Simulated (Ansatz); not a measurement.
All numbers were calculated with Ansatz.

Basis-set series for AlFH4OSi2 (`O[Si]1(F)[AlH][SiH2]1`). Charge 0, multiplicity 1. The structure was optimised at the PBE0-D4/def2-TZVP level. It is one conformer, not always the lowest.

| functional | basis | functions | energy (Eh) | HOMO (eV) | LUMO (eV) |
| --- | --- | --- | --- | --- | --- |
| PBE0-D4 | def2-TZVPP | 244 | -998.52981 | -6.52 | -1.55 |
| PBE0-D4 | def2-QZVPP | 444 | -998.56641 | -6.54 | -1.57 |
| ωB97M-V | def2-TZVPP | 244 | -998.94349 | -8.36 | 0.14 |
| ωB97M-V | def2-QZVPP | 444 | -998.97847 | -8.39 | 0.03 |

Question: Give the rows for def2-SVP. (An estimate is asked.)

Answer: The calculation gave: 
```tsv
functional	basis	functions	energy (Eh)	HOMO (eV)	LUMO (eV)
PBE0-D4	def2-SVP	102	-998.00728	-6.49	-1.49
ωB97M-V	def2-SVP	102	-998.41788	-8.29	0.27
```

Positive LUMOs are unbound and depend on the basis.
